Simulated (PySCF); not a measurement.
Compound: C2H13NSSi4.
Z-matrix (Å and degrees, GFN2-xTB geometry), rows numbered from 1:
```
C 
C   1  1.3229
Si  2  1.8796  1  124.18
S   3  2.1509  2  109.58  1    92.71
Si  4  2.1402  3  101.83  2   -58.37
N   3  1.7279  2  110.63  1  -149.37
Si  6  1.7547  3  120.81  2  -132.32
Si  6  1.7439  3  118.38  2    54.14
H   1  1.0796  2  122.77  3  -179.40
H   1  1.0786  2  121.57  3     0.86
H   2  1.0837  1  118.72  3   179.33
H   3  1.4681  2  111.35  1   -25.02
H   5  1.4582  4  109.47  3    65.04
H   5  1.4521  4  103.19  3  -174.78
H   5  1.4593  4  108.96  3   -55.45
H   7  1.4619  6  105.32  3  -174.85
H   7  1.4592  6  108.73  3    66.23
H   7  1.4605  6  108.81  3   -56.28
H   8  1.4620  6  106.99  3   -15.38
H   8  1.4610  6  108.08  3  -134.75
H   8  1.4639  6  109.46  3   103.78
```

Computed at PBE0/pcSseg-1 (PySCF, non-relativistic), with Q(33S) = −0.0678 b, Q(14N) = 0.02044 b: S4, 33S (I = 3/2): χzz = 25.57 MHz, η = 0.676; N6, 14N (I = 1): χzz = -2.966 MHz, η = 0.042.

**Question.** Find the zero-field quadrupole resonance frequencies of 33S at S4.

**Answer.** From ν = (|χ|/2)√(1 + η²/3): ν = 13.73 MHz (sulfur bonded to 2 Si).

**Question.** Find the zero-field quadrupole resonance frequencies of 14N at N6.

**Answer.** From ν± = (3/4)|χ|(1 ± η/3) and ν0 = |χ|η/2: ν+ 2.256 MHz, ν− 2.194 MHz, ν0 0.062 MHz (nitrogen bridging silicon atoms).

In a crystal, neighbours and librations shift these lines. The structure is a single GFN2-xTB conformer in the gas phase; no vibrational or solvent corrections. GFN2-xTB bond lengths can be off by several hundredths of an ångström, more for odd bonds, and the gradients follow them. The basis is small and wasn't made for field gradients, so the couplings can be 20 % off.
